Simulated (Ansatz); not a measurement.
Geometry optimisation, Ansatz, UKS r2SCAN/STO-3G.

input.yaml

```yaml
crystal:
  periodic: [false, false, false]
  atoms:
    - { symbol: C, position_ang: [0.9925, -2.122, -0.2675] }
    - { symbol: B, position_ang: [1.251, -0.5861, 0.1527] }
    - { symbol: Si, position_ang: [-0.0015, 0.847, -0.342] }
    - { symbol: C, position_ang: [-0.0103, 0.9647, -2.1914] }
    - { symbol: S, position_ang: [-1.9216, 0.4324, 0.4618] }
    - { symbol: C, position_ang: [-1.4197, 0.7005, 2.2092] }
    - { symbol: H, position_ang: [0.9231, -2.1388, -1.382] }
    - { symbol: H, position_ang: [1.7847, -2.7299, 0.0864] }
    - { symbol: H, position_ang: [-0.0243, -2.3765, 0.1937] }
    - { symbol: H, position_ang: [2.2239, -0.3358, 0.8092] }
    - { symbol: H, position_ang: [0.82935, 0.18259, -0.62204] }
    - { symbol: H, position_ang: [0.9407, 1.1639, -2.593] }
    - { symbol: H, position_ang: [-0.5186, 0.0218, -2.6071] }
    - { symbol: H, position_ang: [-0.8003, 1.7881, -2.4493] }
    - { symbol: H, position_ang: [-1.0284, 1.6976, 2.3595] }
    - { symbol: H, position_ang: [-2.2975, 0.5806, 2.8837] }
    - { symbol: H, position_ang: [-0.6355, -0.0309, 2.4953] }
magnetization:
  spin_polarized: true
basis:
  gaussian: { orbitals: STO-3G }
hamiltonian:
  xc: r2scan
relax:
  f_tol: 0.02
  max_steps: 50
```

Launched with:

```bash
$ ansatz run input.yaml --threads 1 --pin off --max-ram 2048MiB --backend cpu --events-out ev --progress --plain --runs-dir out
```

Where does it end, and by what steps?

The forces met the threshold. The force dipped under the threshold on the way, but the program's further checks kept it going. Limits of this set-up: minimal basis. After 33 steps the energy has fallen by 8.489 eV; H11 moved furthest, 1.62 Å. The start is strongly strained (largest force component 15 eV/Å), so its close contacts needn't be bonds. Parted: Si3–H11.

```tsv
step	energy less start (eV)	largest force component (eV/Å)	accepted
0	0.0000	15.203	yes
2	-5.3728	2.699	yes
4	-6.5157	1.435	yes
6	-7.4440	0.830	yes
8	-8.0312	0.812	yes
10	-8.3408	0.623	yes
12	-8.4519	0.451	yes
14	-8.4766	0.074	yes
16	-8.4795	0.021	yes
18	-8.4834	0.218	yes
20	-8.4857	0.059	yes
22	-8.4873	0.061	yes
24	-8.4870	0.095	no
26	-8.4880	0.011	yes
28	-8.4882	0.023	yes
30	-8.4885	0.042	yes
32	-8.4888	0.020	yes
33	-8.4889	0.016	yes
```

```xyz
17
Properties=species:S:1:pos:R:3
C 0.780 -2.116 0.106
B 1.410 -0.615 -0.025
Si -0.014 0.568 -0.673
C -0.365 1.224 -2.400
S -1.596 1.299 0.451
C -1.206 0.583 2.097
H 0.430 -2.538 -0.847
H 1.568 -2.789 0.474
H -0.054 -2.194 0.820
H 1.735 -0.187 1.024
H 2.260 -0.544 -0.831
H 0.485 1.823 -2.755
H -0.473 0.386 -3.101
H -1.269 1.840 -2.456
H -1.372 1.349 2.867
H -1.870 -0.269 2.303
H -0.162 0.239 2.144
```

Run time: 6.9 min on 1 CPU thread of a shared host.
